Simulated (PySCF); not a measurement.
C4H9O2, doublet, geometry from GFN2-xTB; CASSCF(5,7)/STO-3G run with PySCF.

PySCF was given this input:
```python
from pyscf import gto, scf, mcscf
import numpy

mol = gto.M(
    atom='''
C     2.447202   -1.021295   -0.296351
O     1.316769   -0.311578   -0.564824
C     0.462316   -0.085127    0.527382
C    -0.783809    0.657051    0.037866
C    -1.611149   -0.218619   -0.899119
O    -1.504054    1.029122    1.194785
H     2.496224   -1.621281    0.594453
H     3.012962   -1.272365   -1.170785
H     0.961259    0.526429    1.291547
H     0.164942   -1.034863    0.993426
H    -0.450699    1.556499   -0.505060
H    -1.991465   -1.083155   -0.358980
H    -2.451945    0.340934   -1.305194
H    -0.985892   -0.558084   -1.719577
H    -2.344463    1.413468    0.921812
''',
    basis='sto-3g',
    charge=0,
    spin=1,
    verbose=4,
)

mf = scf.ROHF(mol)
mf.kernel()
mc = mcscf.CASSCF(mf, 7, 5)
mc.kernel()
occ = numpy.linalg.eigvalsh(mc.fcisolver.make_rdm1(mc.ci, mc.ncas, mc.nelecas))[::-1]
ss = mc.fcisolver.spin_square(mc.ci, mc.ncas, mc.nelecas)[0]
print('natural occupations', occ.round(4), ' <S^2>', round(ss, 4))
```

What the program printed (banner, timings and long lists left out):

```
PySCF version 2.14.0

[INPUT] verbose = 4
[INPUT] num. atoms = 15
[INPUT] num. electrons = 49
[INPUT] charge = 0
[INPUT] spin (= nelec alpha-beta = 2S) = 1
[INPUT] symmetry False subgroup None
[INPUT] Mole.unit = angstrom
[INPUT] Symbol           X                Y                Z      unit          X                Y                Z       unit  Magmom
[...]
nuclear repulsion = 250.985597722996
number of shells = 27
number of NR pGTOs = 117
number of NR cGTOs = 39
basis = sto-3g
ecp = {}

******** <class 'pyscf.scf.rohf.ROHF'> ********
method = ROHF
initial guess = minao
damping factor = 0
level_shift factor = 0
DIIS = <class 'pyscf.scf.diis.CDIIS'>
diis_start_cycle = 1
diis_space = 8
diis_damp = 0
SCF conv_tol = 1e-09
SCF conv_tol_grad = None
SCF max_cycles = 50
direct_scf = True
direct_scf_tol = 1e-13
num. doubly occ = 24  num. singly occ = 1
Set gradient conv threshold to 3.16228e-05
init E= -303.509152062385
[...]
cycle= 1 E= -302.377414601345  delta_E= 1.13  |g|= 0.524  |ddm|=  3.3
[...]
cycle= 2 E= -302.47482621547  delta_E= -0.0974  |g|= 0.135  |ddm|= 0.599
[...]
cycle= 3 E= -302.482027203885  delta_E= -0.0072  |g|= 0.0412  |ddm|= 0.159
[...]
cycle= 4 E= -302.482864406902  delta_E= -0.000837  |g|= 0.00796  |ddm|= 0.0528
[...]
cycle= 5 E= -302.48295847395  delta_E= -9.41e-05  |g|= 0.00461  |ddm|= 0.0205
[...]
cycle= 6 E= -302.482972646353  delta_E= -1.42e-05  |g|= 0.000983  |ddm|= 0.00792
[...]
cycle= 7 E= -302.482973632625  delta_E= -9.86e-07  |g|= 0.000168  |ddm|= 0.00261
[...]
cycle= 8 E= -302.482973654362  delta_E= -2.17e-08  |g|= 3.17e-05  |ddm|= 0.00039
[...]
cycle= 9 E= -302.482973655018  delta_E= -6.56e-10  |g|= 7.2e-06  |ddm|= 6.11e-05
[...]
Extra cycle  E= -302.482973655054  delta_E= -3.54e-11  |g|= 2.8e-06  |ddm|= 1.39e-05
converged SCF energy = -302.482973655054

******** <class 'pyscf.mcscf.mc1step.CASSCF'> ********
CAS (3e+2e, 7o), ncore = 22, nvir = 10
max_cycle_macro = 50
max_cycle_micro = 4
conv_tol = 1e-07
conv_tol_grad = None
orbital rotation max_stepsize = 0.02
orbital rotation threshold for CI restart = 0.01
augmented hessian ah_max_cycle = 30
augmented hessian ah_conv_tol = 1e-12
augmented hessian ah_linear dependence = 1e-14
augmented hessian ah_level shift = 1e-08
augmented hessian ah_start_tol = 2.5
augmented hessian ah_start_cycle = 3
augmented hessian ah_grad_trust_region = 3
kf_trust_region = 3
kf_interval = 4
ci_response_space = 4
ci_grad_trust_region = 3
with_dep4 0
natorb = False
canonicalization = True
[...]
CASCI E = -302.484971200164  S^2 = 0.7500000
[...]
               |grad[o]|= 0.01  |grad[c]|=0.00341  |ddm|=0.00115  |maxRot[o]|=0.101
macro iter  16 ( 21 JK    4 micro), CASSCF E = -302.513445576541  dE =  2.93175427e-05  S^2 = 0.7500000
               |grad[o]|=0.00736  |grad[c]|=0.00576  |ddm|=0.00194  |maxRot[o]|=0.0372
macro iter  17 ( 21 JK    4 micro), CASSCF E = -302.514229472340  dE = -7.83895800e-04  S^2 = 0.7500000
               |grad[o]|=0.00745  |grad[c]|=0.00229  |ddm|=0.00128  |maxRot[o]|=0.0356
macro iter  18 ( 17 JK    4 micro), CASSCF E = -302.515128757925  dE = -8.99285585e-04  S^2 = 0.7500000
               |grad[o]|=0.00584  |grad[c]|=0.00522  |ddm|=0.00193  |maxRot[o]|=0.068
macro iter  19 ( 17 JK    4 micro), CASSCF E = -302.515318627715  dE = -1.89869790e-04  S^2 = 0.7500000
               |grad[o]|=0.00294  |grad[c]|=0.00292  |ddm|=0.000339  |maxRot[o]|=0.101
macro iter  20 ( 13 JK    4 micro), CASSCF E = -302.515341490396  dE = -2.28626810e-05  S^2 = 0.7500000
               |grad[o]|=0.00188  |grad[c]|=0.00253  |ddm|=0.000342  |maxRot[o]|=0.102
macro iter  21 ( 13 JK    4 micro), CASSCF E = -302.515331101979  dE =  1.03884167e-05  S^2 = 0.7500000
               |grad[o]|=0.00178  |grad[c]|=0.00264  |ddm|=0.000323  |maxRot[o]|=0.0739
macro iter  22 ( 12 JK    3 micro), CASSCF E = -302.515441434347  dE = -1.10332367e-04  S^2 = 0.7500000
               |grad[o]|=0.0019  |grad[c]|=0.00127  |ddm|=0.000168  |maxRot[o]|=0.0306
macro iter  23 (  6 JK    2 micro), CASSCF E = -302.515453914360  dE = -1.24800131e-05  S^2 = 0.7500000
               |grad[o]|=0.000603  |grad[c]|=0.000313  |ddm|=0.000102  |maxRot[o]|=0.0147
macro iter  24 (  3 JK    1 micro), CASSCF E = -302.515454319659  dE = -4.05299318e-07  S^2 = 0.7500000
               |grad[o]|=9.41e-05  |grad[c]|=0.000274  |ddm|=3.32e-05  |maxRot[o]|=0.00551
macro iter  25 (  1 JK    1 micro), CASSCF E = -302.515454319661  dE = -1.47792889e-12  S^2 = 0.7500000
               |grad[o]|=2.63e-05  |grad[c]|=1.81e-06  |ddm|=    0  |maxRot[o]|=    0
1-step CASSCF converged in  25 macro (411 JK  87 micro) steps
CASSCF canonicalization
Density matrix diagonal elements [1.98009336e+00 1.98225233e+00 9.99995241e-01 2.19007207e-03
 1.78386208e-02 1.61913721e-02 1.43901068e-03]
CASSCF energy = -302.515454319661
CASCI E = -302.515454319661  E(CI) = -6.15775769699792  S^2 = 0.7500000
natural occupations [1.9829e+00 1.9795e+00 1.0000e+00 1.8300e-02 1.7900e-02 1.0000e-03
 5.0000e-04]  <S^2> 0.75
```
